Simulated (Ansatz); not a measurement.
Reading a saddle point

A first-order saddle point of Si₂H₈O₂, singlet, PBE0-D4/def2-TZVP, with one imaginary mode of 1184i cm⁻¹:

```tsv
atom	x (Å)	y (Å)	z (Å)
Si1	-0.3494	-0.3053	1.2614
H2	1.2472	-0.0322	1.8359
H3	-0.1815	-1.7085	1.7430
H4	-0.9245	0.6362	2.2461
O5	-1.5361	-0.5572	0.0849
H6	1.3166	0.4706	0.7765
O7	0.5704	0.6407	-0.0151
Si8	0.4797	0.5513	-1.6975
H9	-2.0756	-1.3351	0.2275
H10	1.6747	1.2808	-2.1863
H11	0.5385	-0.8596	-2.1370
H12	-0.7599	1.2184	-2.1393
```

Program: Ansatz 0.2.0. Basis: def2-TZVPP and def2-QZVPP. Cores are frozen in the correlated methods. Extrapolation: Hartree–Fock as exp(−7.88 √X), correlation as X^−2.97.

Problem. Which contacts change along the imaginary mode, and what lies on either side? (A judgement: the text doesn't fix the answer.)

Solution. The calculation gives: The step is SiH₄O ([OH][SiH3]) + SiH₄O ([OH][SiH3]) → Si₂H₆O₂ ([OH][SiH2][O][SiH3]) + H₂, with the molecules in contact on both sides. Shortening one way: Si1–O7, H2–H6; lengthening the same way: Si1–H2, H6–O7.
```json
{"pair": "Si1–O7", "one side (Å)": "2.99", "saddle (Å)": "1.84", "other side (Å)": "1.63"}
{"pair": "H2–H6", "one side (Å)": "3.16", "saddle (Å)": "1.17", "other side (Å)": "0.75"}
{"pair": "Si1–H2", "one side (Å)": "1.49", "saddle (Å)": "1.72", "other side (Å)": "4.24"}
{"pair": "H6–O7", "one side (Å)": "0.96", "saddle (Å)": "1.10", "other side (Å)": "2.71"}
```

Problem. Which side is lower, and how far does the saddle lie above each? (An estimate is asked for; the value comes from the calculation.)

Solution. Computed: The side with Si1–O7, H2–H6 short is lower by 1.087 eV; the saddle lies 2.530 eV above it and 1.444 eV above the other (CCSD(T) at an estimated basis limit (MP2 extrapolated from triple and quadruple zeta, plus CCSD(T) − MP2 in triple zeta); electronic energies).

The T1 diagnostic stays at or below 0.012.

Labels in which every atom is bracketed show which atoms are joined, not bond orders.

For scale, one of the runs: CCSD(T)/def2-TZVPP, 258 basis functions, launched by `ansatz run in.yaml --threads 4 --pin off --events-out ev --progress --plain --max-ram 9574MiB`. Hardware: 4 CPU threads of an Arm Neoverse V1, shared host. Wall time 2.4 min; peak host memory 5.7 GiB.
